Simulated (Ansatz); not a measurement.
CH7BO2Si, SMILES `B[SiH](O)OC`. The species carries charge 0 and has multiplicity 1. All single points use the PBE0-D4/def2-TZVP geometry. It is one conformer, not always the lowest.

```xyz
12

B     1.218    1.761    0.852
Si    0.719   -0.062    0.164
O     0.879   -1.220    1.330
O    -0.826    0.157   -0.349
C    -1.533   -0.736   -1.179
H     0.729    2.171    1.866
H     1.992    2.485    0.297
H     1.520   -0.621   -0.959
H     0.497   -1.024    2.188
H    -0.884   -1.174   -1.945
H    -2.337   -0.188   -1.675
H    -1.974   -1.547   -0.590
```

What is the dipole moment at ωB97M-V/def2-TZVPP? (Estimate.)

Ansatz gave: 0.90 D, with components (-0.83, 0.05, 0.34) D in this frame, pointing from negative to positive charge.

And with PBE, r2SCAN, B3LYP? (Best estimate.)

Ansatz gave: PBE 0.96 D, r2SCAN 0.95 D, B3LYP 0.89 D.

Give the Mulliken charges with ωB97M-V, r2SCAN, B3LYP in def2-TZVPP. (Best estimate.)

Ansatz gave: 
| atom | ωB97M-V | r2SCAN | B3LYP |
| --- | --- | --- | --- |
| B1 | -0.18 | -0.06 | -0.08 |
| Si2 | 0.45 | 0.54 | 0.49 |
| O3 | -0.37 | -0.41 | -0.39 |
| O4 | -0.36 | -0.38 | -0.37 |
| C5 | -0.17 | 0.01 | -0.12 |
| H6 | 0.08 | 0.01 | 0.04 |
| H7 | 0.09 | 0.02 | 0.06 |
| H8 | -0.06 | -0.12 | -0.12 |
| H9 | 0.17 | 0.20 | 0.18 |
| H10 | 0.11 | 0.06 | 0.09 |
| H11 | 0.12 | 0.06 | 0.11 |
| H12 | 0.12 | 0.06 | 0.10 |

B3LYP here is the variant with VWN-RPA as its local correlation; programs differ in this.
